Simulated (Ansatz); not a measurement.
Two structures of SiH6OF2, singlet, reached by relaxing down either side of one saddle point (PBE0-D4/def2-TZVP). Energies are electronic, without zero-point energy. Computed with Ansatz 0.2.0 (basis: def2-TZVPP and def2-QZVPP); correlated methods freeze the cores. Extrapolation: Hartree–Fock as exp(−7.88 √X), correlation as X^−2.97. First:

Si1  (0.633, 0.747, -0.293)
H2  (-0.847, 0.477, -0.180)
H3  (1.254, -0.446, -0.915)
H4  (1.157, 1.064, 1.047)
O5  (0.843, 2.093, -1.212)
H6  (-0.464, -1.912, 1.357)
F7  (0.426, -1.703, 1.545)
H8  (-1.713, -0.768, 0.215)
F9  (-1.996, -1.579, 0.592)
H10  (0.707, 2.027, -2.157)
(Å)

Second:

Si1  (1.500, 0.232, 0.194)
H2  (-2.367, 0.729, -1.558)
H3  (1.838, -0.578, -0.996)
H4  (2.615, 1.048, 0.704)
O5  (0.236, 1.219, -0.036)
H6  (-0.575, -1.389, 1.143)
F7  (1.136, -0.853, 1.342)
H8  (-2.410, 0.128, -1.114)
F9  (-1.378, -1.388, 0.674)
H10  (-0.594, 0.853, -0.354)
(Å)

(1) Which bonds change from the first to the second?

(2) Give the saddle point's structure and its height above each. (Judge from chemistry; the value comes from the calculation.)

The T1 diagnostic stays at or below 0.013.

Answers

(1) SiH₄O ([OH][SiH3]) + HF + HF → SiH₃OF ([OH][SiH2][F]) + HF + H₂; bonds formed: Si1–F7, H2–H8, H6–F9; bonds broken: Si1–H2, H6–F7, H8–F9.

(2) By the calculation: 123.2 kJ/mol above the first and 255.4 kJ/mol above the second (CCSD(T) at an estimated basis limit (MP2 extrapolated from triple and quadruple zeta, plus CCSD(T) − MP2 in triple zeta)).
```
10
angstrom
Si 0.7032 0.3962 -0.0306
H -0.9709 0.3448 -0.1644
H 1.3355 -0.5921 -0.9270
H 1.2652 1.0194 1.1742
O 0.6046 1.7721 -0.9606
H -0.6682 -1.5183 0.9748
F 0.4052 -1.1051 1.1400
H -1.3665 -0.4463 0.0968
F -1.7105 -1.5404 0.5891
H 0.4024 1.6698 -1.8924
```

Labels in which every atom is bracketed show which atoms are joined, not bond orders.

For scale, one of the runs: CCSD(T)/def2-TZVPP, 219 basis functions, launched by `ansatz run in.yaml --threads 4 --pin off --events-out ev --progress --plain --max-ram 9574MiB`. The run took 90 s on 4 CPU threads of an Arm Neoverse V1 (shared host), with 3.5 GiB of host memory at its peak.
